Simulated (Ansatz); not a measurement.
The first iterations of a band of GeH3 + H4OSi (10 atoms, charge 0, multiplicity 2).

These are results of Ansatz 0.2.0, UKS PBE/def2-SVP, not measurements.

```json
{
 "movable images": "8",
 "climbing image": "no",
 "spring": "5.0 eV/Å²",
 "optimiser": "quadratic models (default)",
 "start path": "through a guess of the saddle point",
 "force threshold": "0.03 eV/Å",
 "iteration limit": "60",
 "end points": "relaxed"
}
```

Image 0:

```xyz
10
Properties=species:S:1:pos:R:3
H 1.362 0.297 0.551
O 1.144 0.264 -0.399
Si 0.387 1.641 -1.022
Ge -0.599 -1.835 1.236
H 1.233 2.876 -0.827
H -0.957 1.890 -0.384
H 0.214 1.376 -2.486
H -1.135 -2.525 2.529
H -1.757 -1.117 0.487
H 0.108 -2.866 0.315
```

Image 9:

```xyz
10
Properties=species:S:1:pos:R:3
H 1.289 0.127 0.416
O 1.192 0.235 -0.550
Si 0.397 1.643 -1.040
Ge -0.589 -1.807 1.259
H 1.112 2.882 -0.561
H -1.022 1.701 -0.534
H 0.397 1.606 -2.537
H -1.028 -2.385 2.637
H -1.774 -1.093 0.553
H 0.027 -2.908 0.357
```

| iteration | highest image above the first end (eV) | largest band force component (eV/Å) |
| --- | --- | --- |
| 1 | 1.204 | 5.480 |
| 2 | 0.408 | 3.064 |
| 3 | 0.771 | 9.431 |
| 4 | 0.111 | 1.005 |
| 5 | 0.059 | 0.495 |
| 6 | 0.056 | 0.541 |
| 7 | 0.041 | 0.232 |
| 8 | 0.038 | 0.260 |
| 9 | 0.037 | 0.147 |
| 10 | 0.036 | 0.070 |

Task: Does the band converge within its limit, and where does its top end?

Result: The forces met the threshold. It ended after 32 iterations with the highest image 0.012 eV above the first end. No image climbed, so the highest image needn't sit at the top of the path.

Time of the run: 9.5 min on 4 threads of Arm Neoverse N1 (shared host), peak memory 0.19 GiB.
